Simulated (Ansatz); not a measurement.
trans-RuCl2(PF3)4 (P₄RuCl₂F₁₂), relaxed as a singlet with RKS PBE-D4/def2-SVP in Ansatz, starting from the GFN2-xTB geometry. Force threshold 0.03 eV/Å.

In the def2 sets Ru takes a core potential; there is no spin–orbit coupling. Another isomer (singlet) lies 0.36 eV lower at PBE0-D4/def2-TZVP; other spin states weren't run for this one.

Start:

```xyz
19

Cl    2.332    0.481   -0.042
Cl   -2.331   -0.491    0.042
F    -1.537    1.820    2.348
F    -0.602    3.147    0.663
F     0.742    2.249    2.357
F     0.659   -3.140   -0.667
F     1.524   -1.796   -2.376
F    -0.743   -2.281   -2.334
F    -0.627   -2.564    2.052
F     0.078   -0.651    3.202
F     1.627   -2.026    2.115
F    -1.619    2.074   -2.066
F    -0.157    0.649   -3.210
F     0.653    2.532   -2.081
P    -0.340    1.748    1.340
P     0.348   -1.750   -1.342
P     0.273   -1.311    1.784
P    -0.281    1.310   -1.784
Ru    0.000   -0.001   -0.002
```

Q: Estimate the energy that the relaxation releases and the steps that it takes.

A: 13.2 kcal/mol, in 18 steps; 50 s on 2 threads of AMD EPYC 7R13 on a shared host and a share (18 GiB) of an NVIDIA H100 80GB HBM3. The force fell under the threshold at step 6, but the optimiser went on and released 0.099 eV more. No frequencies were taken in this run, so the end may be a saddle point.

Q: Does the start keep its bonding and symmetry?

A: By distances, no bond broke or formed. The bond that changes most is Cl1–Ru19, from 2.38 to 2.43 Å (atoms count from 1).

Q: Predict the relaxed structure.

A: 
```tsv
atom	x (Å)	y (Å)	z (Å)
Cl1	2.3785	0.4866	-0.0152
Cl2	-2.3772	-0.4870	0.0118
F3	-1.5414	2.3169	1.9269
F4	0.3718	3.2007	0.7293
F5	0.6978	1.7877	2.6889
F6	1.5847	-2.8025	-0.7346
F7	1.3217	-1.3785	-2.6961
F8	-0.5297	-2.7364	-1.9190
F9	-0.4706	-2.8385	1.6214
F10	-0.8050	-0.9070	3.0709
F11	1.4370	-1.6780	2.5641
F12	-1.5634	2.4250	-1.6080
F13	-1.1379	0.5123	-3.0586
F14	0.6324	2.0982	-2.5808
P15	-0.1476	1.8204	1.3370
P16	0.5645	-1.7351	-1.3387
P17	0.0708	-1.3508	1.8136
P18	-0.4873	1.2660	-1.8122
Ru19	0.0006	0.0001	-0.0008
```
Bond lengths: 12 × F–P 1.59 to 1.60 Å; 4 × P–Ru 2.26 Å; 2 × Cl–Ru 2.43 Å.
